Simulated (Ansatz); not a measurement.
`[NH2][Ti]([F])([F])[Cl]` + H₂O → `[NH2][Ti]([OH])([F])[Cl]` + H–F at 298.15 K and 1 bar (formal hydrolysis of a Ti–F bond).

Gas-phase electronic energies from Ansatz, PBE0-D4/def2-TZVP geometries. CCSD(T)/CBS adds triple-zeta CCSD(T) − MP2 to the extrapolated MP2 energy (def2 sets, frozen cores). This one scheme is used for every species. For Ti outer-core shells are correlated without core-valence functions, which leaves a few kJ/mol of doubt a bond. Scalar relativity is left out up to krypton. Each species was taken in one conformer, which may not be the lowest.

| species | CCSD(T)/CBS energy (Eh) | H − E (kJ/mol) | S (J/(mol·K)) |
| --- | --- | --- | --- |
| `[NH2][Ti]([F])([F])[Cl]` | -1564.43229 | 103.0 | 356.7 |
| H₂O | -76.37941 | 66.4 | 188.7 |
| `[NH2][Ti]([OH])([F])[Cl]` | -1540.40193 | 132.4 | 375.8 |
| H–F | -100.39570 | 33.5 | 173.6 |

H − E and S are ideal-gas, rigid-rotor, harmonic terms from PBE0-D4/def2-TZVP, for one conformer and one mirror image of each species. 1 Eh = 2625.50 kJ/mol, R = 8.31446 J/(mol·K).

Task: By hand: ΔE, ΔH, ΔS and ΔG.

Result: ΔE = (-1540.40193) + (-100.39570) − (-1564.43229) − (-76.37941) = 0.01407 Eh = 36.9 kJ/mol. Δ(H − E) = 132.4 + 33.5 − 103.0 − 66.4 = -3.5, so ΔH = 33.4 kJ/mol. ΔS = 375.8 + 173.6 − 356.7 − 188.7 = 4.0 J/(mol·K). ΔG = 33.4 − 298.15 × (4.0)/1000 = 32.2 kJ/mol.

Task: By hand: the equilibrium constant, and the temperature at which ΔG would vanish if ΔH and ΔS stayed fixed.

Result: log₁₀ K = −ΔG/(RT ln 10) = -5.6. ΔG = 0 at ΔH/ΔS = 8350 K, far beyond where these terms or the molecules hold.

The number of gas molecules stays the same, so ΔS is small and ΔH decides. A doubt of 5 kJ/mol in ΔE shifts log₁₀ K by 0.9 here. Other conformers and mirror images would add mixing entropy, several J/(mol·K) or more a flexible species. These are equilibria of isolated gas molecules and say nothing of rates. Largest T1 diagnostic: 0.024 (customary marks: 0.02 for closed shells, 0.045 for open ones).
